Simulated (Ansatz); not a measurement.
`[CH2]1[SiH2][SbH]1`. Charge 0, multiplicity 1. Sb takes the def2 core potential.

Cartesian coordinates in Å:
```
C -0.373 -0.550 0.716
Si -0.048 1.031 -0.171
Sb -0.191 -1.127 -1.452
H -1.379 -0.742 1.079
H 0.392 -1.000 1.340
H 1.265 1.680 0.036
H -1.173 1.990 -0.255
H 1.506 -1.281 -1.294
```

List the harmonic frequencies (cm⁻¹, unscaled) at PBE0-D4/def2-TZVP in Ansatz. (Estimate.)

The calculation gave: 329, 343, 413, 472, 533, 576, 629, 757, 772, 861, 890, 925, 1376, 1946, 2242, 2267, 3141, 3229.

Is this a minimum?

Yes, all 18 modes are real.

Give the ideal-gas thermochemistry at 298.15 K and 1 bar (rigid rotor, harmonic oscillator; point group C1, symmetry number 1).

Zero-point energy 129.8 kJ/mol; H(298) − E = 145.4 kJ/mol; entropy 308.0 J/(mol·K), of which translation 172.7, rotation 108.0, vibration 27.3; G(298) − E = 53.6 kJ/mol.

And at 400, 500, 600, 800 and 1000 K?


| T (K) | H − E (kJ/mol) | S (J/mol/K) | G − E (kJ/mol) |
| --- | --- | --- | --- |
| 400 | 155.0 | 335.4 | 20.8 |
| 500 | 165.8 | 359.5 | -14.0 |
| 600 | 177.7 | 381.1 | -51.0 |
| 800 | 203.8 | 418.7 | -131.1 |
| 1000 | 232.4 | 450.5 | -218.1 |
